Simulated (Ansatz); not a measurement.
Molecule: sum formula H$_{4}$BO, net charge 1, singlet state. It need not be the lowest isomer of its formula. 
Coordinates optimised at B3LYP-D3(BJ)/def2-TZVP (Ansatz, a program for electronic structure):
```
O
H 1 0.9775
H 1 0.9775 2 113.82
B 1 1.4476 2 123.09 3 -180.00
H 4 1.1744 1 113.48 2 0.00
H 4 1.1744 5 133.04 1 -180.00
```
Charge +1, spin multiplicity 1.

Total electronic energies in hartree. Valence correlation only, unless marked. Spin-orbit coupling is left out. Non-relativistic. CBS marks a two-point X^-3 extrapolation of the correlation energy; Hartree-Fock from the larger set. The bracket is a focal-point correction in the basis named.

| level | program | energy (Eh) |
|---|---|---|
| BLYP-D4/def2-TZVPD | Ansatz + dftd4 | -102.19282 |
| revPBE-D3(BJ)/def2-TZVPD | Ansatz + dftd3 | -102.19273 |
| revPBE-D4/def2-TZVPD | Ansatz + dftd4 | -102.19173 |
| r2SCAN/def2-TZVPD | Ansatz | -102.16115 |
| r2SCAN-D3(BJ)/def2-TZVPD | Ansatz + dftd3 | -102.16164 |
| B3LYP-D3(BJ)/def2-TZVPD | Ansatz + dftd3 | -102.23507 |
| PBE0-D4/def2-TZVP | Ansatz + dftd4 | -102.10049 |
| BHLYP-D4/def2-TZVPD | Ansatz + dftd4 | -102.17735 |
| r2SCANh/def2-TZVPD | Ansatz | -102.15719 |
| CCSD/cc-pVDZ | Ansatz | -101.91171 |
| CCSD/CBS(cc-pVTZ,cc-pVQZ) | Ansatz | -102.0596 |
| CCSD(T)/cc-pVDZ | Ansatz | -101.91702 |
| CCSD(T)/def2-TZVPP | Ansatz | -102.02726 |
| RI-MP2/CBS(def2-TZVPP,def2-QZVPP)+[CCSD(T)-MP2]/def2-QZVPP | Ansatz | -102.0743 |
| CCSD(T)/CBS(cc-pVTZ,cc-pVQZ) | Ansatz | -102.0718 |

Totals of different functionals don't rank their quality; only differences between species are comparable.
